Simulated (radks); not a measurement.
The numbers below are computed, except where a source is named.
Isoelectronic series with 19 electrons, each ion in its NIST ground configuration. Level of theory: scalar-relativistic Kohn-Sham, r2SCAN, spin-unpolarised, spherical densities, finite nucleus; meta-GGA in the generalised Kohn-Sham scheme; Fermi nuclear charge, rms radius of each element as measured or else 0.836 A^(1/3) + 0.57 fm (a radial shooting solver on a logarithmic mesh with Libxc functionals). Total energies (hartree) and orbital eigenvalues (eV) (* marks an orbital that is empty in some or all of the ions):

| ion | configuration | E (hartree) | 4s* | 3p |
|---|---|---|---|---|
| K | [Ar] 4s1 | -602.26821 | -2.2900 | -19.6302 |
| Ca+ | [Ar] 4s1 | -680.27905 | -8.8533 | -35.7886 |
| Sc2+ | [Ar] 3d1 | -763.52680 | -14.7683 | -49.8285 |
| Ti3+ | [Ar] 3d1 | -852.00990 | -24.8464 | -71.9415 |
| V4+ | [Ar] 3d1 | -945.66325 | -36.9734 | -97.5530 |
| Cr5+ | [Ar] 3d1 | -1044.49014 | -51.0244 | -126.4691 |
| Mn6+ | [Ar] 3d1 | -1148.49896 | -66.9415 | -158.6092 |
| Fe7+ | [Ar] 3d1 | -1257.70095 | -84.6930 | -193.9307 |
| Co8+ | [Ar] 3d1 | -1372.10915 | -104.2598 | -232.4079 |
| Ni9+ | [Ar] 3d1 | -1491.73844 | -125.6301 | -274.0248 |
| Cu10+ | [Ar] 3d1 | -1616.60426 | -148.7965 | -318.7716 |
| Zn11+ | [Ar] 3d1 | -1746.72433 | -173.7548 | -366.6420 |
| Ga12+ | [Ar] 3d1 | -1882.11664 | -200.5032 | -417.6328 |
| Ge13+ | [Ar] 3d1 | -2022.80053 | -229.0412 | -471.7427 |
| As14+ | [Ar] 3d1 | -2168.79678 | -259.3701 | -528.9722 |
| Se15+ | [Ar] 3d1 | -2320.12629 | -291.4920 | -589.3229 |
| Br16+ | [Ar] 3d1 | -2476.81170 | -325.4100 | -652.7977 |
